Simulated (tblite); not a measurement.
Compound: C7H13P.
Numbering: `[CH:1]#[C:2][P:3]([CH2:4][CH3:5])[CH:6]([CH3:7])[CH3:8]` (hydrogens: H9 on C1; H10, H11 on C4; H12, H13, H14 on C5; H15 on C6; H16, H17, H18 on C7; H19, H20, H21 on C8)

Computed with GFN2-xTB (tblite), gas phase: L-BFGS steps from a force-field or distance-geometry start until the largest atomic force falls under 0.01 eV/Å.

Step 44: E = -654.3328 eV
```
atom  x, y, z in Å  |  force x, y, z in eV/Å
C1      0.4805   -2.9163    0.1153   -0.001   0.020  -0.066
C2      0.2629   -1.7744   -0.1966    0.037   0.012  -0.031
P3      0.2496   -0.1154   -0.8199    0.072   0.025  -0.022
C4      1.6123    0.4565    0.3272    0.137   0.062  -0.027
C5      3.0046    0.0641   -0.1491    0.027  -0.049   0.032
C6     -1.1700    0.6674    0.1647   -0.014  -0.009   0.043
C7     -2.0231   -0.3681    0.8856   -0.058  -0.022  -0.007
C8     -2.0157    1.5765   -0.7439    0.044  -0.051   0.024
H9      0.6405   -3.9133    0.4091   -0.067   0.004   0.017
H10     1.5642    1.5444    0.4014   -0.062   0.107  -0.039
H11     1.4066    0.0435    1.3200    0.074  -0.030  -0.008
H12     3.0625   -0.9972   -0.3851   -0.065   0.001   0.038
H13     3.7280    0.2806    0.6333    0.086  -0.007   0.021
H14     3.2909    0.6262   -1.0362   -0.086  -0.024  -0.016
H15    -0.6945    1.2924    0.9291   -0.028   0.010   0.044
H16    -2.7457    0.1466    1.5161   -0.077  -0.061   0.035
H17    -1.4116   -1.0150    1.5110    0.029   0.053   0.063
H18    -2.5563   -1.0066    0.1864   -0.047   0.030  -0.098
H19    -3.0677    1.5118   -0.4743    0.005   0.032   0.021
H20    -1.9228    1.2982   -1.7928   -0.011  -0.063   0.021
H21    -1.7044    2.6153   -0.6467    0.006  -0.041  -0.044
```

Step 45: E = -654.3396 eV
```
atom  x, y, z in Å  |  force x, y, z in eV/Å
C1      0.4845   -2.9178    0.1072    0.023  -0.060  -0.034
C2      0.2685   -1.7736   -0.1932    0.025   0.108  -0.055
P3      0.2602   -0.1156   -0.8156   -0.038   0.110  -0.025
C4      1.6171    0.4641    0.3342    0.117   0.010  -0.025
C5      3.0050    0.0596   -0.1457    0.020   0.002   0.040
C6     -1.1712    0.6672    0.1609   -0.011   0.011   0.029
C7     -2.0228   -0.3720    0.8782   -0.078  -0.011   0.006
C8     -2.0207    1.5795   -0.7429    0.056  -0.042   0.018
H9      0.6460   -3.9147    0.3972   -0.067  -0.033   0.026
H10     1.5620    1.5538    0.4038   -0.014   0.033  -0.033
H11     1.4188    0.0461    1.3273    0.045   0.024  -0.022
H12     3.0601   -1.0097   -0.3443   -0.064   0.022   0.009
H13     3.7369    0.3021    0.6189    0.115  -0.001   0.075
H14     3.2833    0.5954   -1.0509   -0.097  -0.039  -0.045
H15    -0.7014    1.2945    0.9280   -0.021  -0.017   0.034
H16    -2.7433    0.1358    1.5141   -0.111   0.006   0.061
H17    -1.4116   -1.0170    1.5043    0.048   0.005   0.036
H18    -2.5651   -1.0042    0.1804    0.002   0.006  -0.109
H19    -3.0708    1.5287   -0.4582    0.046   0.024   0.023
H20    -1.9472    1.2983   -1.7922    0.001  -0.092   0.023
H21    -1.6975    2.6166   -0.6570    0.004  -0.066  -0.033
```

Question: Estimate the geometry and energy of step 46. (The exact step hangs on the optimiser's Hessian estimate; all steps are aligned on step 45, rigid shifts and turns removed.)

Answer: E = -654.3440 eV, largest force 0.174 eV/Å
```
atom  x, y, z in Å  |  force x, y, z in eV/Å
C1      0.4841   -2.9194    0.1008    0.021  -0.034  -0.024
C2      0.2743   -1.7721   -0.1930    0.029   0.100  -0.049
P3      0.2677   -0.1128   -0.8127   -0.090   0.125  -0.002
C4      1.6237    0.4716    0.3380    0.048  -0.017  -0.011
C5      3.0072    0.0583   -0.1449    0.000   0.045   0.069
C6     -1.1719    0.6669    0.1606   -0.013   0.005   0.036
C7     -2.0244   -0.3749    0.8746   -0.061  -0.003   0.030
C8     -2.0222    1.5791   -0.7421    0.044  -0.034   0.005
H9      0.6412   -3.9162    0.3941   -0.067  -0.032   0.015
H10     1.5578    1.5626    0.4056    0.045  -0.038  -0.025
H11     1.4320    0.0479    1.3306    0.014   0.065  -0.027
H12     3.0549   -1.0135   -0.3265   -0.057   0.001  -0.017
H13     3.7458    0.3074    0.6096    0.133   0.012   0.112
H14     3.2803    0.5820   -1.0564   -0.077  -0.025  -0.109
H15    -0.7073    1.2958    0.9299   -0.013  -0.033   0.030
H16    -2.7466    0.1276    1.5126   -0.112   0.042   0.055
H17    -1.4123   -1.0163    1.5048    0.029  -0.015  -0.012
H18    -2.5696   -1.0034    0.1752    0.043  -0.012  -0.095
H19    -3.0713    1.5357   -0.4517    0.055   0.016   0.031
H20    -1.9579    1.2957   -1.7909    0.011  -0.114   0.008
H21    -1.6949    2.6153   -0.6638    0.017  -0.056  -0.021
```

The energy changes by -0.0044 eV. The first-order estimate −F·Δx gives -0.0062 eV and the mean of the old and new forces, exact on a quadratic surface, -0.0044 eV. The step makes an angle of 69° with the force vector and moves no atom by more than 0.019 Å.
